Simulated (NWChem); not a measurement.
# CH5FSn; SMILES [CH3][SnH2][F]

Computed with NWChem. Geometry: optimised at PBE0/def2-SVP. def2 effective core potentials on Sn; no spin-orbit coupling. LC-ωPBE (HJS hole) with def2-SVP; x = 1 − exp(−ω/0.25 bohr⁻¹) is a scale chosen for this fit.

```
row           x  −ε(HOMO) (eV)
--------  -----  -------------
ω = 0.15  0.451           9.23
ω = 0.20  0.551       withheld
ω = 0.30  0.699          10.66
ω = 0.35  0.753          11.01
ω = 0.50  0.865          11.74
```

Question: Fit a straight line of the last column on the one before it, predict the withheld value, and compare with the run.

Answer: 
1. Means of the 4 shown rows: x = 0.6920, y = 10.660. Slope Σ(x − x̄)(y − ȳ)/Σ(x − x̄)² = 0.5528/0.09178 = 6.023; intercept 6.492.
2. The shown rows scatter about the line by 0.032 (root mean square); the largest residual is -0.04, at ω = 0.30.
3. At x = 0.551 (ω = 0.20; inside the shown range) the line gives 9.81.
4. The run gives 9.78, -0.03 from the line, 0.9 times the scatter.
